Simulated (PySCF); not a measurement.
Cs(Cl) cation (ClCs), SMILES [Cl][Cs] (connectivity only; charge and spin as stated), charge +1, multiplicity 2.

Geometry optimised at B3LYP-D3(BJ)/def2-TZVPD. The spin state was assumed, not searched. The def2 effective core potentials stand for the cores of Cs; spin–orbit coupling is left out.

Two levels are set side by side: PBE/def2-TZVPD (PySCF) and M06-2X/def2-TZVPD (PySCF). Same geometry, gas phase. Differences are taken from unrounded values.

```
quantity                 M06-2X   PBE  PBE minus M06-2X
-----------------------  ------  ----  ----------------
α-spin orbital gap (eV)   10.22  6.55             -3.68
β-spin orbital gap (eV)    5.86  0.39             -5.47
```

Rough cost on one machine, each run with all the roots and properties that it gave: M06-2X against PBE about 3 times.
